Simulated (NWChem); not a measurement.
SiNH3OCl2; SMILES N[Si](O)(Cl)Cl

```xyz
8

N     -1.4655    -0.1508     1.2642
Si    -0.3861    -0.0417    -0.0306
O     -1.2547    -0.0714    -1.4244
Cl     0.9341    -1.6075     0.1371
Cl     0.7779     1.6731    -0.0945
H     -2.3010     0.4196     1.3093
H     -1.1841    -0.5262     2.1604
H     -0.8430     0.3420    -2.1897
```
Atoms are numbered in this order, from 1.

Program: NWChem. Geometry optimised at PBE0/def2-SVP; all other runs use it. 

```
quantity                                                 level  value
-----------------------------------------  -------------------  -----
vertical ionisation energy, ΔSCF (eV)            PBE0/def2-SVP  10.26
dipole in solution (D) in n-hexane          PBE0/def2-SVP, SMD   1.84
anisotropy (bohr³), static                      PBE0/def2-SVPD      …
vertical, lowest excitation, singlet (eV)  PBE0/def2-SVPD, TDA      …
dipole (D)                                       PBE0/def2-SVP   1.66
highest harmonic frequency (cm⁻¹)                PBE0/def2-SVP      …
```

### Question
Some entries are withheld; supply them.

### Answer

- anisotropy (bohr³), static, value: 9.6
- vertical, lowest excitation, singlet (eV), value: 6.91
- highest harmonic frequency (cm⁻¹), value: 3929
